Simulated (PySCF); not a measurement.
# MTe for M along the third period

CCSD(T) with double-zeta basis sets in PySCF, for the lowest determinant that a PBE0 search found; no spin–orbit coupling. De refers to high-spin ground-configuration atoms.

```
 M       basis  reference, frozen orbitals  state (unpaired electrons)  Re (Å)  ωe (cm⁻¹)  De (eV)
Na    def2-SVP                      UHF, 5               doublet (π ↑)   2.851        228     1.86
Al    def2-SVP                      UHF, 9               doublet (σ ↑)   2.390        402     2.76
Si  x2c-SVPall                     RHF, 23      singlet (closed shell)   2.298        479     4.28
 P    def2-SVP                      UHF, 9               doublet (π ↑)   2.292        443     2.32
 S  x2c-SVPall                     UHF, 23              triplet (π ↑↑)   2.275        450     2.80
Cl    def2-SVP                      UHF, 9               doublet (π ↑)   2.382        369     2.04
```

The shortest bond is that of TeS (2.275 Å), the longest that of NaTe (2.851 Å).

The rows differ in basis set, which adds steps of its own.

The state changes along the series, so neighbouring rows are not always alike in their bonding.

Correlated steps freeze the inner cores (5 to 23 orbitals); shallow outer-core shells are correlated. Correlated levels converge slowly with the basis: in double zeta they bind strong bonds too weakly, by up to about 1 eV, and carry superposition errors of some tenths. These are scalar-relativistic numbers at best; spin–orbit coupling would shift them, the dissociation energy most. Where the molecule has an RHF reference, its open-shell atoms are computed with UHF. The CCSD T1 diagnostic is raised in SiTe, a sign that a single reference may not be enough there. States were picked by a PBE0 search and need not be the measured ground states.
